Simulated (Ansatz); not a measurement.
`S[Si](Cl)(Cl)Cl` + Cl• → `[S][Si](Cl)(Cl)Cl`• + HCl  (hydrogen abstraction from the S–H bond)

Computed with Ansatz on PBE0-D4/def2-TZVP structures; ΔE is electronic, products minus reactants. CBS: MP2 limit from def2 TZ/QZ plus the TZ coupled-cluster correction, frozen cores. This one scheme is used for every species, atoms too. DFT in def2-TZVPP. B3LYP here is the variant with VWN-RPA as its local correlation; programs differ in this. HSE06 is defined as in plane-wave codes. No spin–orbit coupling; open shells (•) take unrestricted orbitals. Spin–orbit coupling would lower the free atoms: a little for Cl. One conformer a species, not always the lowest.

```csv
level,ΔE (kJ/mol),difference from CCSD(T)/CBS
LDA (SPW92),-69.8,-20.7
BLYP-D4,-56.8,-7.7
r2SCAN-D4,-58.0,-8.9
B97M-V,-57.2,-8.1
PBE0-D4,-53.1,-4.0
B3LYP-D4,-51.6,-2.5
r2SCANh-D4,-55.6,-6.5
r2SCAN0-D4,-52.5,-3.4
HSE06-D4,-53.4,-4.3
BHLYP-D4,-44.9,4.2
CAM-B3LYP-D4,-49.7,-0.6
ωB97X-V,-48.6,0.5
ωB97M-V,-50.1,-1.0
B2PLYP,-49.8,-0.7
PBE-QIDH,-48.8,0.3
PBE,-62.0,-12.9
revPBE,-60.5,-11.4
BLYP,-59.9,-10.8
r2SCAN,-58.4,-9.3
PBE0,-54.4,-5.3
B3LYP,-54.0,-4.9
r2SCANh,-56.0,-6.9
HSE06,-54.7,-5.6
BHLYP,-46.7,2.4
CAM-B3LYP,-51.1,-2.0
RPA@PBE/def2-TZVPP,-28.7,20.4
HF/def2-SVP,-30.8,18.3
MP2/def2-SVP,-38.2,10.9
CCSD/def2-SVP,-37.8,11.3
CCSD(T)/def2-SVP,-38.0,11.1
HF/def2-TZVPP,-35.5,13.6
MP2/def2-TZVPP,-47.3,1.8
SCS-MP2/def2-TZVPP,-43.9,5.2
CCSD/def2-TZVPP,-45.2,3.9
CCSD(T)/def2-TZVPP,-46.2,2.9
MP2/def2-QZVPP,-49.2,-0.1
SCS-MP2/def2-QZVPP,-45.7,3.4
HF/CBS(def2),-36.3,12.8
MP2/CBS(def2),-50.2,-1.1
CCSD/CBS(def2),-48.1,1.0
CCSD(T)/CBS,-49.1,0
```

Largest T1 diagnostic among the species: 0.011.

In def2-TZVPP, CCSD(T) changes the Hartree–Fock value by −10.7 kJ/mol (the triples alone add −1.0 kJ/mol) and MP2 by −11.8 kJ/mol. Leaving LDA and LC-ωPBE aside and taking each functional with its dispersion term where it has one, the values, not all of them listed here, spread over 15.5 kJ/mol, from PBE-D4 to BHLYP-D4. LDA lies −7.8 kJ/mol from PBE without D4. From PBE to PBE0 (25 % exact exchange), in def2-TZVPP and without D4, ΔE moves by +7.6 kJ/mol.

CCSD(T)/CBS has its own doubt, a few kJ/mol and more with outer-core shells, so smaller differences from it don't rank the levels.
